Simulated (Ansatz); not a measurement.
Basis-set extrapolation for CH$_{5}$AlN$_{2}$O, SMILES `N=C(O)[NH][AlH2]` (PBE0-D4/def2-TZVP geometry, frozen core, Ansatz). Multiplicity 1, RHF reference.

|  | def2-TZVPP | def2-QZVPP |
| --- | --- | --- |
| HF | -466.596297 | -466.614133 |
| MP2 correlation | -0.883030 | -0.948042 |
| CCSD(T) correlation | -0.946581 | not run |

Energies in hartree. Use E(X) = E(∞) + A·exp(−7.88·√X) for Hartree–Fock and E(X) = E(∞) + B·X^(−2.97) for correlation, with X = 3 and 4, and add CCSD(T) minus MP2 of the smaller set to the MP2 limit.

Q: What is the CCSD(T) energy at the basis-set limit?

A: HF limit: -466.614133 + (-0.017836) × 0.13774 = -466.61659. MP2 limit: -0.948042 + (-0.065012) × 0.74074 = -0.99620. Higher-order term: -0.946581 − (-0.883030) = -0.06355. Total: -467.67634 hartree, 3.63 eV below CCSD(T)/def2-TZVPP.
